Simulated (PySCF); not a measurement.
Ligand exchange on a metal centre used in film growth or etching (W Cl-OH). Isolated molecules, 0 K electronic values unless said otherwise. One relaxed conformer stands for each flexible species; it need not be the lowest.

These are TPSSh-D3(BJ)/def2-TZVP // BP86-D3(BJ)/def2-SVP in PySCF values and carry that method's errors. 

```json
[
 {"species": "0 of 6 Cl replaced by OH ([W(Cl)6])", "LUMO (eV)": "-5.64", "charge on the central atom (Mulliken) (e)": "1.09", "HOMO–LUMO gap (eV)": "2.88"},
 {"species": "3 of 6 Cl replaced by OH ([W(Cl)3(OH)3])", "LUMO (eV)": "-4.84", "charge on the central atom (Mulliken) (e)": "(withheld)", "HOMO–LUMO gap (eV)": "(withheld)"},
 {"species": "5 of 6 Cl replaced by OH", "LUMO (eV)": "-3.43", "charge on the central atom (Mulliken) (e)": "1.44", "HOMO–LUMO gap (eV)": "4.11"},
 {"species": "6 of 6 Cl replaced by OH ([W(OH)6])", "LUMO (eV)": "-3.18", "charge on the central atom (Mulliken) (e)": "(withheld)", "HOMO–LUMO gap (eV)": "4.70"}
]
```

Q: Some entries are withheld; supply them.

A: 
- 3 of 6 Cl replaced by OH ([W(Cl)3(OH)3]), charge on the central atom (Mulliken) (e): 1.38
- 3 of 6 Cl replaced by OH ([W(Cl)3(OH)3]), HOMO–LUMO gap (eV): 3.10
- 6 of 6 Cl replaced by OH ([W(OH)6]), charge on the central atom (Mulliken) (e): 1.49
